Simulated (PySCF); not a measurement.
# [TiCl6]3-: what the settings change

[TiCl6]3-: Ti(III) (d1), charge -3. The structure is a PBE0-D3(BJ)/def2-SVP, IEF-PCM water geometry optimised for multiplicity 2; coordination octahedral, point group Oh, metal–donor distances 2.46 Å.

```
7

Ti    0.000    0.000    0.000
Cl    0.000    2.462    0.000
Cl    0.000   -2.462    0.000
Cl    0.000    0.000    2.462
Cl    0.000    0.000   -2.462
Cl    2.462    0.000    0.000
Cl   -2.462    0.000    0.000
```

Method (PySCF 2.14, density fitting): CASSCF(1,5) with orbitals averaged over all microstates of the shell, strongly contracted NEVPT2 on the averaged canonical orbitals; basis x2c-TZVPall on the metal, x2c-SVPall elsewhere; spin-free X2C; IEF-PCM water; spin-orbit coupling by state interaction with the mean-field operator over all roots.

Base run: NEVPT2 ground state 2T2g, next 2Eg at 12595, 10Dq(NEVPT2) 12595, ζ 125 cm⁻¹, μeff(300 K) 1.90 μB.

Q: What happens with the basis x2c-TZVPall on all atoms?

A: NEVPT2 ground state 2T2g, next 2Eg at 12107, 10Dq(NEVPT2) 12107, ζ 124 cm⁻¹, μeff(300 K) 1.90 μB. It took 44 s against 18 s on a shared host of the same kind.

Charge-transfer states lie outside this active space and may come lower than some of these levels. The ground state is orbitally degenerate in this regular structure, which would distort (Jahn–Teller), so its moment is that of the undistorted model. NEVPT2 lifts 2Eg from 10990 to 12595 cm⁻¹; on the d shell alone it tends to overshoot states that fill the eg-type orbitals. NEVPT2 on the d shell alone tends to put d–d bands too high for such charged or covalently bound ions.
